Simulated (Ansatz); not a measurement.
Geometry optimisation, RKS r2SCAN-D4/def2-mTZVP (Ansatz 0.2.0).

Input file:

```yaml
crystal:
  periodic: [false, false, false]
  atoms:
    - { symbol: Al, position_ang: [0.0, 0.0, 0.0] }
    - { symbol: F, position_ang: [0.0, 0.0, 1.69] }
    - { symbol: F, position_ang: [1.4635, 0.0, -0.845] }
    - { symbol: F, position_ang: [-1.4635, 0.0, -0.845] }
basis:
  gaussian: { orbitals: def2-mTZVP }
hamiltonian:
  xc: r2scan
  dispersion: d4
relax:
  f_tol: 0.02
  max_steps: 40
output:
  orbitals: {}
```

Command:

```bash
$ ansatz run input.yaml --threads 2 --pin off --max-ram 3072MiB --backend cpu --events-out ev --progress --plain --runs-dir out
```

**Question.** Where does it end, and by what steps?

**Answer.** The run converged. After 4 steps the energy has fallen by 0.144 eV; F2 moved furthest, 0.06 Å.

```csv
step,energy less start (eV),largest force component (eV/Å),accepted
0,0.0000,1.621,yes
1,-0.0981,0.962,yes
2,-0.1441,0.073,yes
3,-0.1439,0.072,no
4,-0.1443,0.000,yes
```

```xyz
4
Properties=species:S:1:pos:R:3
Al 0.000 0.000 0.000
F 0.000 0.000 1.634
F 1.415 0.000 -0.817
F -1.415 0.000 -0.817
```

Whether the end is a true minimum wasn't checked by a vibrational analysis.

The run took 8 s on 2 threads of Arm Neoverse V2, on a shared host, peak memory 0.14 GiB.
